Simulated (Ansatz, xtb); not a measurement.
C5H5Cl3O: which of two isomers lies lower

Structure a: `C[C@H](C=C=O)C(Cl)(Cl)Cl`, a singlet. Structure b: `C=CC(=O)CC(Cl)(Cl)Cl`, a singlet. Both are isolated molecules in the gas phase, relaxed with B3LYP-D3(BJ)/def2-SVP; each stands in its lowest conformer found.

Quicker runs give these differences E(b) − E(a): GFN2-xTB +10.19 kcal/mol; HF/STO-3G +1.93 kcal/mol (at GFN2-xTB geometries); r2SCAN-D4/def2-SVP +2.72 kcal/mol (at GFN2-xTB geometries).

Estimate E(b) − E(a) at the level CCSD(T)/def2-SVP + ΔMP2/def2-TZVPP.

Too close to call at this level: CCSD(T)/def2-SVP + ΔMP2/def2-TZVPP gives E(b) − E(a) = +0.31 kcal/mol.

Level by level:

```tsv
level	geometry	E(b) − E(a) (kcal/mol)	departure from the last row (kcal/mol)	job, with rough time for the two
GFN2-xTB	GFN2-xTB	+10.19	+9.88	optimisation, 0.27 s
HF/STO-3G	GFN2-xTB	+1.93	+1.62	single point, 0.62 s
r2SCAN-D4/def2-SVP	GFN2-xTB	+2.72	+2.42	single point, 5.8 s
B3LYP-D3(BJ)/def2-SVP	B3LYP-D3(BJ)/def2-SVP	+0.92	+0.61	optimisation, 85 s
HF/def2-SVP	B3LYP-D3(BJ)/def2-SVP	−2.66	−2.97	part of the CCSD(T) run
MP2/def2-SVP	B3LYP-D3(BJ)/def2-SVP	+4.54	+4.23	part of the CCSD(T) run
CCSD(T)/def2-SVP	B3LYP-D3(BJ)/def2-SVP	+0.82	+0.51	single point
CCSD(T)/def2-SVP + ΔMP2/def2-TZVPP	B3LYP-D3(BJ)/def2-SVP	+0.31		single point, 2.7 min
```

As drawn, both hold the same kinds of bond in the same numbers. Structure a has 1 methyl group, b 0.

The largest departure from CCSD(T)/def2-SVP + ΔMP2/def2-TZVPP is that of GFN2-xTB, 9.88 kcal/mol. The last row adds to CCSD(T) the change of the MP2 difference between the two basis sets, here −0.51 kcal/mol.

With thermal terms from frequencies at re-optimised GFN2-xTB minima (ideal gas, soft modes damped towards free rotors, one conformer each, 298.15 K, 1 atm): on the last row, ΔE + ΔZPE = −0.02, ΔH = −0.16, ΔG = −0.08 kcal/mol.

The correlated steps freeze 21 core orbitals. Mirror images aren't counted in ΔG. Codes used: Ansatz 0.2.0, xtb 6.7.1; the last row on 4 threads of Arm Neoverse V2 on a shared host.
